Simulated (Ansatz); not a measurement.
Z-matrix (Å, degrees):
```
Ge
N 1 1.820
O 1 1.799 2 103.7
H 1 1.536 2 108.9 3 -117.9
H 1 1.537 2 112.9 3 115.5
Si 2 1.714 1 124.4 3 -43.7
H 2 1.009 1 114.8 3 115.8
H 3 0.960 1 113.5 2 160.0
O 6 1.624 2 108.4 1 8.7
Cl 6 2.061 2 107.2 1 131.7
H 6 1.473 2 115.2 1 -111.3
H 9 0.970 6 114.6 2 33.5
```

The species carries charge 0 and has multiplicity 1.

List the PBE0/def2-TZVPP orbital energies in eV (the Gaussian-basis code of Ansatz). (Best estimate.)

The calculation gave: Occupied: -10860.92, -2766.99, -1803.82, -1359.11, -1208.93, -1208.92, -1208.91, -523.06, -522.58, -391.29, -258.86, -197.12, -197.01, -197.00, -171.91, -145.94, -121.74, -121.70, -121.67, -100.65, -100.62, -100.56, -34.71, -34.59, -34.53, -34.49, -34.47, -28.26, -27.89, -23.88, -22.67, -16.38, -15.62, -14.17, -13.51, -12.48, -11.36, -11.15, -10.79, -10.45, -10.01, -9.67, -9.08, -8.95, -8.80, -8.03. Lowest empty: -0.05, 0.58, 0.69, 1.49, 1.77, 1.92, 2.15, 2.71.
